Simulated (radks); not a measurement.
The numbers below are computed, except where a source is named.
Neutral hydrogen inside a hard spherical wall (all orbitals vanish at R), configuration held at 1s1 and not refilled when levels cross. Code: a radial shooting solver on a logarithmic mesh with Libxc functionals. Model: non-relativistic Kohn-Sham, PBE, spin-polarised, spherical densities, point nucleus; open shells are filled with parallel spins first. Eigenvalues in eV for spin up, with the zero of energy where the potential of the charges vanishes at infinity; a dash marks a level that is unbound or too diffuse for the functional's potential to be trusted. A positive occupied level is held by the wall or, in an anion where self-interaction has pushed it up, behind a barrier. The pressure on the wall is -dE/dV.

| R (bohr) | E (hartree) | kinetic (hartree) | e(1s) | e(2s, empty) | e(2p, empty) | pressure (GPa) |
|---|---|---|---|---|---|---|
| free | -0.49999 | 0.495 | -7.594 | - | - | 0 |
| 20 | -0.49999 | 0.495 | -7.594 | - | - | < 0.0001 |
| 12 | -0.49999 | 0.495 | -7.594 | 0.481 | 0.762 | < 0.0001 |
| 10 | -0.49999 | 0.495 | -7.594 | 0.920 | 1.096 | 0.000128 |
| 8 | -0.49992 | 0.496 | -7.584 | 2.005 | 1.829 | 0.00373 |
| 7 | -0.49969 | 0.497 | -7.558 | 3.159 | 2.547 | 0.0204 |
| 4 | -0.47987 | 0.586 | -6.375 | 17.568 | 10.386 | 4.10 |
| 3.5 | -0.45944 | 0.654 | -5.422 | 25.265 | 14.385 | 10.9 |
| 3 | -0.41706 | 0.772 | -3.655 | 37.748 | 20.822 | 31.4 |
| 2 | -0.11169 | 1.407 | 7.179 | 101.08 | 53.311 | 381 |
